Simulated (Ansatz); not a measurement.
Program: Ansatz. Geometries: PBE0-D4/def2-TZVP. ΔE: electronic, gas phase. CCSD(T)/CBS is the MP2 limit (def2-TZVPP, def2-QZVPP) plus CCSD(T) − MP2 in def2-TZVPP, frozen cores. This one scheme is used for every species, atoms too. Functionals use def2-TZVPP. B3LYP here is the variant with VWN-RPA as its local correlation; programs differ in this. HSE06 is defined as in plane-wave codes. No spin–orbit coupling; open shells (•) take unrestricted orbitals. Spin–orbit coupling would lower the free atoms: a little for B, Cl; clearly for Br. For Br outer-core shells are correlated without core-valence functions, so the limit isn't a true one: a few kJ/mol of doubt a bond, and 10 to 20 or more in all where bonds break to atoms. Scalar relativity is left out up to krypton.

Reaction (atomization): `ClB(Br)Br` → B• + 2 Br• + Cl•

| level | ΔE (kJ/mol) | difference from CCSD(T)/CBS |
| --- | --- | --- |
| LDA (SPW92) | 1463.5 | 229.1 |
| PBE-D4 | 1289.2 | 54.8 |
| revPBE-D4 | 1244.7 | 10.3 |
| BLYP-D4 | 1209.0 | -25.4 |
| r2SCAN-D4 | 1266.0 | 31.6 |
| B97M-V | 1248.4 | 14.0 |
| PBE0-D4 | 1259.2 | 24.8 |
| B3LYP-D4 | 1206.7 | -27.7 |
| r2SCANh-D4 | 1253.1 | 18.7 |
| r2SCAN0-D4 | 1234.9 | 0.5 |
| HSE06-D4 | 1260.6 | 26.2 |
| BHLYP-D4 | 1167.7 | -66.7 |
| CAM-B3LYP-D4 | 1203.3 | -31.1 |
| ωB97X-V | 1225.7 | -8.7 |
| ωB97M-V | 1228.5 | -5.9 |
| B2PLYP | 1205.8 | -28.6 |
| PBE-QIDH | 1253.9 | 19.5 |
| PBE | 1273.9 | 39.5 |
| r2SCAN | 1262.8 | 28.4 |
| PBE0 | 1246.2 | 11.8 |
| B3LYP | 1181.0 | -53.4 |
| r2SCAN0 | 1231.0 | -3.4 |
| HSE06 | 1248.3 | 13.9 |
| BHLYP | 1144.6 | -89.8 |
| CAM-B3LYP | 1189.7 | -44.7 |
| LC-ωPBE | 1211.5 | -22.9 |
| RPA@PBE/def2-TZVPP | 1070.8 | -163.6 |
| MP2/def2-SVP | 1234.1 | -0.3 |
| CCSD/def2-SVP | 1136.1 | -98.3 |
| CCSD(T)/def2-SVP | 1162.6 | -71.8 |
| HF/def2-TZVPP | 895.3 | -339.1 |
| MP2/def2-TZVPP | 1272.6 | 38.2 |
| SCS-MP2/def2-TZVPP | 1213.9 | -20.5 |
| CCSD/def2-TZVPP | 1151.5 | -82.9 |
| CCSD(T)/def2-TZVPP | 1188.9 | -45.5 |
| HF/def2-QZVPP | 893.2 | -341.2 |
| SCS-MP2/def2-QZVPP | 1239.0 | 4.6 |
| HF/CBS(def2) | 892.9 | -341.5 |
| MP2/CBS(def2) | 1318.1 | 83.7 |
| CCSD/CBS(def2) | 1197.0 | -37.4 |
| CCSD(T)/CBS | 1234.4 | 0 |

Largest T1 diagnostic among the species: 0.014.

From r2SCAN to r2SCAN0 (25 % exact exchange), in def2-TZVPP and without D4, ΔE moves by −31.9 kJ/mol: exact exchange takes away binding that semilocal exchange gives to molecules. Leaving LDA and LC-ωPBE aside and taking each functional with its dispersion term where it has one, the values spread over 121.5 kJ/mol, from BHLYP-D4 to PBE-D4. LDA lies +189.6 kJ/mol from PBE without D4, its usual overbinding. The D4 term adds +25.7 kJ/mol with B3LYP and +13.0 kJ/mol with PBE0; it sums over pairs of atoms, weighted by their polarisabilities, and B3LYP, whose exchange is more repulsive, gets the larger term.

For atomizations the MP2-based limit and the directly extrapolated one differ by several kJ/mol either way, and by 10 to 25 for some Ge, Se and Sn compounds, so smaller differences from it don't rank the levels.
